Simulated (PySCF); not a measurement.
C₄H₇FO₂. Atoms are numbered in the order given.

```xyz
14

C      2.3703     0.5946    -0.5741
C      1.4317     0.0137     0.1710
F      1.7199    -0.9878     1.0171
O      0.1430     0.3640     0.2075
C     -0.8366    -0.6901     0.1633
C     -2.1873    -0.0088     0.0890
O     -2.3128     0.7846    -1.0632
H      2.0913     1.3821    -1.2718
H      3.4129     0.3005    -0.4643
H     -0.7532    -1.3255     1.0595
H     -0.6620    -1.3047    -0.7370
H     -2.9729    -0.7806     0.0520
H     -2.3409     0.5767     1.0188
H     -1.5634     1.3971    -1.0600
```
Charge 0, spin multiplicity 1.

Coordinates come from a B3LYP-D3(BJ)/def2-SVP optimisation. The structure was generated by enumeration, and PubChem lists no compound with its InChIKey, so it may never have been made. Other conformers were not sampled.

The numbers are results of r2SCAN/def2-TZVP (PySCF), not measurements.

ESP charges are fitted to the potential on shells at 1.4 to 2.0 van der Waals radii. Atomic charges (e):

| atom | ESP fit | Löwdin |
|---|---|---|
| C1 | -0.79 | -0.24 |
| C2 | 0.46 | … |
| F3 | -0.16 | … |
| O4 | -0.22 | 0.25 |
| C5 | -0.12 | -0.29 |
| C6 | 0.09 | … |
| O7 | -0.56 | -0.03 |
| H8 | 0.27 | … |
| H9 | 0.28 | … |
| H10 | 0.10 | 0.13 |
| H11 | 0.12 | 0.13 |
| H12 | 0.10 | … |
| H13 | 0.05 | … |
| H14 | 0.38 | 0.18 |

Problem. Some entries are withheld; supply them. (Estimate from the structure and the level; the computed values follow.)

Solution. 
- C2, Löwdin: -0.47
- F3, Löwdin: 0.19
- C6, Löwdin: -0.36
- H8, Löwdin: 0.13
- H9, Löwdin: 0.13
- H12, Löwdin: 0.13
- H13, Löwdin: 0.12

Problem. Give the Mayer and Wiberg (Löwdin basis) orders of the bonds. (The exact figures need the calculation; the answer reports its results.)

Solution. 
```tsv
bond	Mayer	Wiberg
C1–C2	1.83	2.10
C2–F3	1.03	1.72
C2–O4	1.14	1.66
O4–C5	0.86	1.33
C5–C6	1.00	1.28
C6–O7	0.99	1.62
C1–H8	0.95	0.88
C1–H9	0.95	0.88
C5–H10	0.96	0.87
C5–H11	0.95	0.87
C6–H12	0.95	0.87
C6–H13	0.96	0.87
O7–H14	0.88	1.01
```
